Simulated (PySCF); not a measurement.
# Correlation energy of Br⁺ (bromine, charge +1)

[Ar] 3d10 4s2 4p4, high-spin 3P determinant. Calculation: PySCF 2.14, in aug-cc-pVDZ-PP with ECP10MDF; a scalar-relativistic core potential. Frozen: 3s2 3p6 3d10; 6 electrons correlated.

MP2 pair energies summed by pair of shells (mhartree):

```
 pair  energy  share (%)
4p-4p  -36.51       48.9
4s-4p  -32.41       43.4
4s-4s   -5.82        7.8
```

Total MP2 correlation energy: -74.74 mhartree.

Same-spin part -18.51 and opposite-spin part -56.23 mhartree; SCS-MP2 scales them by 1/3 and 6/5 to -73.65 mhartree.

| level | correlation energy (mhartree) |
| --- | --- |
| CCSD | -90.52 |
| (T) | -1.13 |
| CCSD(T) | -91.65 |

Diagnostics: T1 = 0.0068, D1 = 0.0211, largest double amplitude 0.039.

Cost of the coupled-cluster step: 0.13 s of wall time on 1 thread of Intel(R) Xeon(R) 6975P-C (shared host), for 6 correlated electrons.
